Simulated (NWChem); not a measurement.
Molecule: C3H7F; SMILES CC(C)F

Program: NWChem. All runs use the structure optimised with PBE0/def2-SVP. Gas-phase geometry, NWChem's default radii.

COSMO at PBE/def2-SVP gives an electrostatic solvation energy of -1.59 kcal/mol for ε = 3.9. Its surface charges are scaled by f = (ε − 1)/ε.

**Question.** Estimate the value for ε = 37.5 from the scaling alone and compare it with a run.

**Answer.** 
1. f = 0.7436 and 0.9733; their ratio is 1.309.
2. With a rigid solute density the energy is proportional to f: -1.59 × 1.309 = -2.08 kcal/mol.
3. The run gives -2.15 kcal/mol, 0.07 lower; the difference is the response of the solute's density to the stronger field.
